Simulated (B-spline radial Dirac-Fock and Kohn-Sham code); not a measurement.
**What relativity does to the binding energies of Mg⁺**

System: Mg⁺, [Ne] 3s1.

Both columns are ΔSCF binding energies of the configuration average from a B-spline atomic structure program: non-relativistic Hartree-Fock with a point nucleus, and Dirac-Fock with a finite nucleus and the Coulomb interaction alone, averaged over the two j levels with weights 2j+1.

```
shell  Hartree-Fock (eV)  Dirac-Fock (eV)  shift (eV)  shift (%)
   2p              66.59            66.55       -0.04      -0.06
   3s              14.72            14.74       +0.02      +0.15
```

Relativity binds 3s more strongly, among those listed most of all 3s in relative terms, and 2p more weakly.

Values without a named source are computed, but for edge energies of neutral atoms, which are taken from tables.
